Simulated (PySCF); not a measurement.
benzonitrile (C7H5N), SMILES N#Cc1ccccc1.

Coordinates come from a PBE0-D3(BJ)/def2-SVP optimisation.

These are r2SCAN/def2-TZVP in PySCF values and carry that method's errors.

```
Quantity                                                                                                         Result
---------------------------------------------------------------------------------------------  ------------------------
total energy                                                                                         -324.41924 hartree
point group                                                                                                         C2v
highest occupied level                                                                                         -7.00 eV
lowest empty level                                                                                             -2.37 eV
orbital gap                                                                                                     4.64 eV
dipole moment                                                                                                    4.72 D
quadrupole, principal values (traceless, Buckingham form, about the centre of nuclear charge)  -12.17, -1.05, 13.23 D·Å
```
